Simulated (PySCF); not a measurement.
Level of theory: PBE-D3(BJ)/def2-TZVP // BP86-D3(BJ)/def2-SVP (PySCF). All species are isolated molecules in the gas phase. One relaxed conformer stands for a flexible species; it need not be the lowest. 

Reference species: [Zr(NH2)3(H)] (neutral, multiplicity 1).

| Item | Result |
|---|---|
| coordination number | 4 |
| mean distance from the central atom to its bonded neighbours | 2.002 Å |
| LUMO | -0.92 eV |

Changed species: [Zr(NH2)4] (0 of 4 NH2 replaced by H; the reference has 1 of 4 NH2 replaced by H).

Question: What does the change do to the coordination number, mean distance from the central atom to its bonded neighbours and LUMO?

Answer: the coordination number hardly moves; the mean distance from the central atom to its bonded neighbours rises by 0.058 Å, to 2.060 Å; the LUMO rises by 0.07 eV, to -0.85 eV.
